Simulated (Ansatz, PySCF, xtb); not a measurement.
Noncovalent pair: CH4 (SMILES C) (first 5 atoms) with H2S (SMILES S); geometry from B3LYP-D3(BJ)/def2-TZVP.
(charge 0, multiplicity 1):
| atom | x (Å) | y (Å) | z (Å) |
|---|---|---|---|
| C | -0.0080 | -0.0567 | 0.1689 |
| H | -0.8535 | 0.2177 | 0.7981 |
| H | -0.2160 | 0.2255 | -0.8621 |
| H | 0.8882 | 0.4591 | 0.5116 |
| H | 0.1503 | -1.1334 | 0.2223 |
| S | 0.4347 | -0.0863 | 4.1048 |
| H | 0.3720 | 1.0218 | 3.3502 |
| H | 0.4538 | -0.8845 | 3.0262 |

Monomers are frozen at their geometry in the pair; levels with a basis set take the counterpoise correction.

The values were computed with Ansatz (Gaussian orbitals); PySCF for the dispersion terms; xtb for the GFN methods. Each number belongs to the level named beside it.

Task: One of these levels gives -0.48 kcal/mol for the interaction energy. Which?
(A) HF/aug-cc-pV(D+d)Z
(B) GFN-FF
(C) revPBE-D3(BJ)/def2-TZVPPD

Result: B, GFN-FF. The others give 0.51 (HF/aug-cc-pV(D+d)Z), -0.90 (revPBE-D3(BJ)/def2-TZVPPD)

Ansatz is a program for electronic structure.
